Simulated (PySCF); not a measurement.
# [OsO3Cl]+ at several levels of theory

Computed with PySCF 2.14.0 (density fitting, no spin-orbit coupling) at the geometry relaxed with B3LYP:

```xyz
5
[OsO3Cl]+ (singlet)
Os    0.0868   -0.0868    0.0868
O     1.0596    0.8820    1.0596
O    -0.8820   -1.0596    1.0596
O     1.0596   -1.0596   -0.8820
Cl   -1.1815    1.1815   -1.1815
```

```tsv
level	basis	state	HOMO (eV)	gap (eV)	charge on Os1 (e)	dipole about the centre of mass (D)	largest force component (eV/Å)
B3LYP	Os def2-SVP with ECP60, O def2-SVP, Cl def2-SVP	singlet	-16.58	4.92	1.32	2.04	0.01
B3LYP	Os def2-TZVP with ECP60, O def2-TZVP, Cl def2-TZVP	singlet	-16.45	4.95	1.58	2.16	0.27
B3LYP	Os x2c-SVPall, O x2c-SVPall, Cl x2c-SVPall	singlet	-16.65	4.75	1.16	2.14	0.47
```

Charges are Mulliken's, which hang on the basis. The relaxation used the grid (50, 194), these runs (75, 302) or, all-electron (x2c bases, spin-free X2C Hamiltonian), (99, 590).

Problem. Order these levels, in the first row's basis, by the HOMO–LUMO gap they give here, smallest first.
A. revPBE
B. HF
C. CAM-B3LYP
D. TPSSh

Solution. A (3.49 eV), D (4.32 eV), C (7.65 eV), B (11.40 eV).

Problem. And their other results?

Solution. 
```
    level    state  HOMO (eV)  gap (eV)  charge on Os1 (e)  dipole about the centre of mass (D)  largest force component (eV/Å)
CAM-B3LYP  singlet     -18.14      7.65               1.33                                 1.91                            0.65
    TPSSh  singlet     -16.17      4.32               1.37                                 1.88                            0.23
   revPBE  singlet     -15.39      3.49               1.24                                 1.92                            0.68
       HF  singlet     -20.16     11.40               1.75                                 1.87                            2.96
```

In the first row's basis the gap widens with exact exchange: 3.5 eV for revPBE (none); 4.3 to 4.9 eV for TPSSh, B3LYP (a fixed share); 7.7 to 11.4 eV for CAM-B3LYP, Hartree–Fock (rising or full at long range).
